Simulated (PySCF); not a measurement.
# How methods differ on the excitation energy of Ne+

Ne+ [He] 2s2 2p5 (2P) → Ne+ [He] 2s1 2p5 3s1 (4P), as a difference of total energies. All numbers are calculated (PySCF 2.14, scalar relativity by spin-free X2C-1e, in dyall-av3z (15s9p3d2f, 71 functions)). Correlated levels: valence: 1s2 frozen; virtual orbitals above 40 to 60 times the deepest correlated orbital energy dropped. The calculations carry no spin-orbit coupling.

```csv
method,excitation energy (eV)
UHF,52.509
MP2 (valence),52.373
SCS-MP2 (valence),52.259
CCSD (valence),52.710
CCSD(T) (valence),52.656
```

Problem. How much does correlation contribute at CCSD(T) (valence)?

Solution. 52.656 − (52.509) = 0.147 eV, measured against UHF.

The upper state lies above the first ionisation limit, where it may autoionise and the basis confines it. A Rydberg-like electron needs more diffuse functions than a valence basis has.

The promoted electron is Rydberg-like, and one or two diffuse shells describe it only roughly, which tends to raise the upper state.
